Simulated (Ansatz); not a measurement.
Compare A (`O=[C]([SiH3])[GeH2][F]`) with its isomer B (`F[CH2][GeH]1[O][SiH2]1`).

Calculated with Ansatz (gas phase, PBE0-D4/def2-TZVP geometries, no zero-point term in ΔE). CCSD(T)/CBS adds triple-zeta CCSD(T) − MP2 to the extrapolated MP2 energy (def2 sets, frozen cores). Functionals use def2-TZVPP. B3LYP here is the variant with VWN-RPA as its local correlation; programs differ in this. For Ge outer-core shells are correlated without core-valence functions, which leaves a few kJ/mol of doubt a bond. Scalar relativity is left out up to krypton. One conformer a species, not always the lowest.

A:

Z-matrix (Å, degrees):
```
Si
C 1 1.939
H 1 1.484 2 107.6
H 1 1.485 2 107.6 3 118.1
H 1 1.483 2 108.9 3 -120.9
Ge 2 2.022 1 119.0 3 -59.0
O 2 1.206 1 122.7 3 121.0
F 6 1.750 2 103.8 1 -0.1
H 6 1.536 2 113.0 1 115.1
H 6 1.536 2 113.0 1 -115.3
```

B:

Z-matrix (Å, degrees):
```
C
Ge 1 1.972
F 1 1.382 2 110.9
H 1 1.094 2 110.9 3 120.6
H 1 1.094 2 108.5 3 -119.6
Si 2 2.260 1 123.2 3 139.5
O 2 1.892 1 108.4 3 90.9
H 2 1.536 1 111.1 3 -28.7
H 6 1.484 2 122.9 1 173.8
H 6 1.485 2 122.7 1 18.5
```

(1) Which is lower in electronic energy at CCSD(T)/CBS, and by how much? (An estimate is asked.)

(2) Give E(B) − E(A) in kJ/mol with PBE0-D4, B3LYP-D4, ωB97M-V, HF/def2-TZVPP, r2SCAN-D4, B3LYP, PBE-D4. (Best estimate.)

Largest T1 diagnostic: 0.014.

## Answers

(1) Computed: B, by 16.0 kJ/mol.

(2) The calculation gave: PBE0-D4 -19.1, B3LYP-D4 0.6, ωB97M-V -9.7, HF/def2-TZVPP 24.5, r2SCAN-D4 -17.3, B3LYP -0.8, PBE-D4 -14.3. The order is the other way round with B3LYP-D4, HF/def2-TZVPP.

In def2-TZVPP, CCSD(T) changes the Hartree–Fock value by −31.6 kJ/mol (the triples alone add −2.0 kJ/mol) and MP2 by −41.4 kJ/mol. From PBE to PBE0 (25 % exact exchange), in def2-TZVPP and without D4, E(B) − E(A) moves by −4.7 kJ/mol.
